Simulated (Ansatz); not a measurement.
Calculated with Ansatz (gas phase, PBE0-D4/def2-TZVP geometries, no zero-point term in ΔE). CCSD(T)/CBS adds triple-zeta CCSD(T) − MP2 to the extrapolated MP2 energy (def2 sets, frozen cores). This one scheme is used for every species. DFT in def2-TZVPP. B3LYP here is the variant with VWN-RPA as its local correlation; programs differ in this. HSE06 is defined as in plane-wave codes. Each species was taken in one conformer, which may not be the lowest.

Consider the silylene formation by 1,1-elimination: `C[Si](S)(Cl)Cl` → Cl₂ + `C[Si]S`.

```tsv
level	ΔE (eV)	difference from CCSD(T)/CBS
LDA (SPW92)	5.65	-0.01
PBE-D4	5.39	-0.27
revPBE-D4	5.36	-0.30
BLYP-D4	5.20	-0.46
r2SCAN-D4	5.82	0.16
B97M-V	5.74	0.08
PBE0-D4	5.69	0.03
B3LYP-D4	5.48	-0.18
r2SCANh-D4	5.87	0.21
r2SCAN0-D4	5.95	0.29
HSE06-D4	5.68	0.02
BHLYP-D4	5.81	0.15
CAM-B3LYP-D4	5.65	-0.01
ωB97X-V	5.78	0.12
ωB97M-V	5.63	-0.03
B2PLYP	5.54	-0.12
PBE-QIDH	5.93	0.27
PBE	5.26	-0.40
revPBE	5.08	-0.58
BLYP	4.92	-0.74
r2SCAN	5.78	0.12
PBE0	5.57	-0.09
B3LYP	5.26	-0.40
r2SCAN0	5.90	0.24
BHLYP	5.61	-0.05
CAM-B3LYP	5.52	-0.14
LC-ωPBE	5.85	0.19
HF/def2-SVP	5.75	0.09
MP2/def2-SVP	5.94	0.28
CCSD(T)/def2-SVP	5.53	-0.13
HF/def2-TZVPP	5.70	0.04
MP2/def2-TZVPP	6.00	0.34
SCS-MP2/def2-TZVPP	5.77	0.11
CCSD/def2-TZVPP	5.63	-0.03
CCSD(T)/def2-TZVPP	5.62	-0.04
HF/def2-QZVPP	5.68	0.02
MP2/def2-QZVPP	6.01	0.35
SCS-MP2/def2-QZVPP	5.80	0.14
MP2/CBS(def2)	6.04	0.38
CCSD/CBS(def2)	5.67	0.01
CCSD(T)/CBS	5.66	0
```

Largest T1 diagnostic among the species: 0.014.

Leaving LDA and LC-ωPBE aside and taking each functional with its dispersion term where it has one, the values spread over 0.74 eV, from BLYP-D4 to r2SCAN0-D4. LDA lies +0.40 eV from PBE without D4. At CCSD(T), def2-SVP lies −0.13 eV from the extrapolated value and def2-TZVPP −0.05 eV.
